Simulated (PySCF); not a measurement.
Correlation energy of As⁺ (arsenic, charge +1)

[Ar] 3d10 4s2 4p2, high-spin 3P determinant. Computed with PySCF 2.14 in cc-pVTZ-PP with ECP10MDF (5s4p3d1f, 39 functions), with scalar relativity through the core potential. Frozen: 3s2 3p6 3d10; 4 electrons correlated.

MP2 pair energies summed by pair of shells (mhartree):

| pair | energy | share (%) |
| --- | --- | --- |
| 4s-4p | -33.36 | 61.7 |
| 4s-4s | -15.42 | 28.5 |
| 4p-4p | -5.26 | 9.7 |

Total MP2 correlation energy: -54.04 mhartree.

Same-spin part -8.99 and opposite-spin part -45.05 mhartree; SCS-MP2 scales them by 1/3 and 6/5 to -57.06 mhartree.

```json
{"level": "CCSD", "correlation energy (mhartree)": "-69.43"}
{"level": "(T)", "correlation energy (mhartree)": "-1.63"}
{"level": "CCSD(T)", "correlation energy (mhartree)": "-71.06"}
```

Diagnostics: T1 = 0.0075, D1 = 0.0196, largest double amplitude 0.091.

Cost of the coupled-cluster step: 0.35 s of wall time on 1 thread of Neoverse-V1 (shared host), for 4 correlated electrons.
